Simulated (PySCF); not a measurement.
## SMILES C1=C=CCCCCC1, C₈H₁₂

Molfile (atoms numbered from 1):
```
C8H12
     RDKit          3D

 20 20  0  0  0  0  0  0  0  0999 V2000
    0.2720    1.6454    0.2069 C   0  0  0  0  0  0  0  0  0  0  0  0
   -0.9233    1.8951   -0.2699 C   0  0  0  0  0  0  0  0  0  0  0  0
   -2.0032    0.8511   -0.1079 C   0  0  0  0  0  0  0  0  0  0  0  0
   -1.4782   -0.5157    0.3335 C   0  0  0  0  0  0  0  0  0  0  0  0
   -0.4774   -1.1916   -0.6335 C   0  0  0  0  0  0  0  0  0  0  0  0
    0.9793   -1.3585   -0.1709 C   0  0  0  0  0  0  0  0  0  0  0  0
    1.8784   -0.1171   -0.2664 C   0  0  0  0  0  0  0  0  0  0  0  0
    1.3434    0.9997    0.5978 C   0  0  0  0  0  0  0  0  0  0  0  0
   -1.1458    2.8056   -0.8382 H   0  0  0  0  0  0  0  0  0  0  0  0
   -2.5139    0.7511   -1.0833 H   0  0  0  0  0  0  0  0  0  0  0  0
   -2.7811    1.1983    0.5961 H   0  0  0  0  0  0  0  0  0  0  0  0
   -1.0241   -0.4213    1.3338 H   0  0  0  0  0  0  0  0  0  0  0  0
   -2.3516   -1.1741    0.4666 H   0  0  0  0  0  0  0  0  0  0  0  0
   -0.8525   -2.2041   -0.8531 H   0  0  0  0  0  0  0  0  0  0  0  0
   -0.4864   -0.6639   -1.6039 H   0  0  0  0  0  0  0  0  0  0  0  0
    0.9855   -1.7335    0.8682 H   0  0  0  0  0  0  0  0  0  0  0  0
    1.4427   -2.1547   -0.7786 H   0  0  0  0  0  0  0  0  0  0  0  0
    1.9265    0.2123   -1.3171 H   0  0  0  0  0  0  0  0  0  0  0  0
    2.9047   -0.3827    0.0326 H   0  0  0  0  0  0  0  0  0  0  0  0
    1.7551    1.1453    1.6040 H   0  0  0  0  0  0  0  0  0  0  0  0
  1  2  2  0
  2  3  1  0
  3  4  1  0
  4  5  1  0
  5  6  1  0
  6  7  1  0
  7  8  1  0
  8  1  2  0
  2  9  1  0
  3 10  1  0
  3 11  1  0
  4 12  1  0
  4 13  1  0
  5 14  1  0
  5 15  1  0
  6 16  1  0
  6 17  1  0
  7 18  1  0
  7 19  1  0
  8 20  1  0
M  END
```

Theory: TDDFT CAM-B3LYP/aug-cc-pVDZ circular dichroism and optical rotation, one conformer, gas phase (PySCF 2.14.0). Geometry: PBE0-D3(BJ)/def2-SVP.

No stereocentre is labelled: unless the shape is locked (an allene, a helicene, a hindered biaryl), the mirror image is equally populated and a measured rotation or CD is zero.

Draw the ECD and absorption spectra from the lowest 12 states, each a Gaussian of half-width 0.35 eV at 1/e height.


```tsv
E (eV)	λ (nm)	Δε (L mol⁻¹ cm⁻¹)	ε (L mol⁻¹ cm⁻¹)
4.97	250	-0.41	25.2
5.12	242	-1.40	78.4
5.27	235	-3.42	176
5.42	229	-5.91	294
5.57	223	-7.03	417
5.72	217	-5.00	652
5.87	211	+0.01	1300
6.02	206	+5.88	2700
6.17	201	+9.54	5090
6.32	196	+7.89	8410
6.47	192	+0.51	12200
6.62	187	-7.26	15300
6.77	183	-8.18	16500
6.92	179	-2.53	15700
7.07	175	+1.81	13700
```
Δε uses R in velocity form, ε uses f in length form. Only the states computed contribute, so the short-wavelength end is incomplete.
